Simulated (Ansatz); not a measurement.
This geometry of BCl3 + BrH (6 atoms, charge 0, multiplicity 1) is a first-order saddle point.

Theory: RKS revPBE-D4/def2-SVP (Ansatz).

```xyz
6
Properties=species:S:1:pos:R:3
B 0.017 -0.303 0.026
Cl 0.009 0.248 1.994
Cl 1.540 0.186 -0.743
Cl -1.535 0.106 -0.733
Br 0.074 -2.444 0.574
H 0.049 -1.306 1.861
```

(1) Which two structures does it join? (They come from a converged band through this point; their orientation in space is the band's.)

(2) How far does it lie above each of them?

## Answers

(1) Bonds broken: B1–Cl2, Br5–H6. Bonds formed: B1–Br5, Cl2–H6. BCl3 + BrH becomes BBrCl2 + ClH.

Image 0:

```xyz
6
Properties=species:S:1:pos:R:3
B -0.005 0.400 0.000
Cl -0.009 0.691 1.745
Cl 1.518 0.315 -0.861
Cl -1.527 0.234 -0.854
Br 0.100 -3.144 1.033
H 0.078 -2.010 1.916
```

Image 8:

```xyz
6
Properties=species:S:1:pos:R:3
B 0.029 -0.663 -0.559
Cl 0.008 0.303 2.781
Cl 1.522 0.177 -0.913
Cl -1.518 0.089 -0.884
Br 0.087 -2.472 0.122
H 0.027 -0.948 2.432
```

(2) 17.5 kcal/mol above the first and 14.0 kcal/mol above the second. This is the barrier of this one path; another mechanism may lie lower. The orbitals stay closed-shell, which can raise the energy where a bond breaks towards radicals; this wasn't checked here.

Run time: 11 min on 2 threads of Arm Neoverse N1, with other jobs on the host, peak memory 0.15 GiB.
